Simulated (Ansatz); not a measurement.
Reaction: BHSeCl (SMILES [Se]BCl, doublet) → BHSeCl (SMILES Cl[B][SeH], doublet)
Each species at its own B3LYP-D3(BJ)/def2-TZVP minimum (Ansatz, a program for electronic structure).

Wanted: isomerisation energy (electronic), in kcal/mol. Open shells are spin-unrestricted; no spin-orbit coupling. Cores are frozen in correlated methods (noble-gas shells, and filled d and f shells in the p block). No relativity. CBS(X,Y): correlation extrapolated as X^-3, Hartree-Fock from the larger set. A bracket is a step between two methods taken in the basis named. Double hybrids freeze cores in their MP2 part.

CCSD(T)/CBS(def2-TZVPP,def2-QZVPP) + [CCSDT(Q) - CCSD(T)]/def2-SVP (Ansatz) gives 24.8 kcal/mol.

Question: What does PBE/def2-TZVPD (Ansatz) give here, and how do the other levels compare?

Answer: PBE gives 22.2 kcal/mol, 2.6 kcal/mol below it. Differences of the others: r2SCAN/def2-TZVPD (Ansatz) -3.2; B3LYP/def2-TZVPD (Ansatz) 0.7; wB97M-V/def2-TZVPD (Ansatz) 3.0; B2PLYP/def2-TZVPD (Ansatz) 1.1; CCSD(T)/CBS(def2-TZVPP,def2-QZVPP) (Ansatz) 0.1 kcal/mol.
